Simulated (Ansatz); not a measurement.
Geometry optimisation, RKS BHLYP/def2-SVP in Ansatz 0.2.0.

Input file:

```yaml
crystal:
  periodic: [false, false, false]
  atoms:
    - { symbol: Ge, position_ang: [0.354032, -0.392007, -0.176949] }
    - { symbol: H, position_ang: [-0.686602, -0.354845, 2.373806] }
    - { symbol: F, position_ang: [1.175014, -0.414859, -1.704361] }
    - { symbol: H, position_ang: [0.16625, 1.048422, 0.237549] }
    - { symbol: O, position_ang: [-1.218947, -1.122787, -0.411055] }
    - { symbol: H, position_ang: [-1.217374, -1.926056, -0.908015] }
    - { symbol: "N", position_ang: [1.461086, -1.389063, 0.953083] }
    - { symbol: H, position_ang: [0.993184, -2.192981, 1.342543] }
    - { symbol: H, position_ang: [2.299531, -1.694365, 0.480329] }
    - { symbol: H, position_ang: [-0.016874, -0.601459, 2.486969] }
basis:
  gaussian: { orbitals: def2-SVP }
hamiltonian:
  xc: { name: BHLYP }
relax:
  f_tol: 0.03
  max_steps: 50
```

Run as:

```bash
$ ansatz run input.yaml --threads 2 --pin off --max-ram 3072MiB --backend cpu --events-out ev --progress --plain --runs-dir out
```

**Question.** Where does it end, and by what steps?

**Answer.** The forces met the threshold. After 31 steps the energy has fallen by 0.247 eV; H2 moved furthest, 1.80 Å.

| step | energy less start (eV) | largest force component (eV/Å) | accepted |
| --- | --- | --- | --- |
| 0 | 0.0000 | 1.261 | yes |
| 2 | -0.1493 | 0.245 | yes |
| 4 | -0.1628 | 0.220 | yes |
| 6 | -0.1642 | 0.084 | yes |
| 8 | -0.1630 | 0.536 | no |
| 10 | -0.1683 | 0.164 | yes |
| 12 | -0.1728 | 0.244 | yes |
| 14 | -0.1798 | 0.271 | yes |
| 16 | -0.1890 | 0.176 | yes |
| 18 | -0.1947 | 0.116 | yes |
| 20 | -0.2005 | 0.212 | yes |
| 22 | -0.2059 | 0.168 | yes |
| 24 | -0.2163 | 0.514 | yes |
| 26 | -0.2288 | 0.290 | yes |
| 28 | -0.2392 | 0.093 | yes |
| 30 | -0.2461 | 0.130 | yes |
| 31 | -0.2469 | 0.018 | yes |

```xyz
10
Properties=species:S:1:pos:R:3
Ge 0.353 -0.579 -0.615
H -0.094 -0.463 4.073
F 1.364 -0.909 -1.990
H 0.194 0.930 -0.579
O -1.111 -1.478 -0.943
H -1.278 -1.617 -1.874
N 1.007 -1.238 0.915
H 1.011 -2.239 1.026
H 1.832 -0.820 1.314
H 0.032 -0.627 3.347
```

Whether the end is a true minimum wasn't checked by a vibrational analysis.

Time of the run: 100 s on 2 threads of Intel(R) Xeon(R) Platinum 8259CL CPU @ 2.50GHz (Skylake/Cascade Lake), on a shared host, peak memory 0.26 GiB.
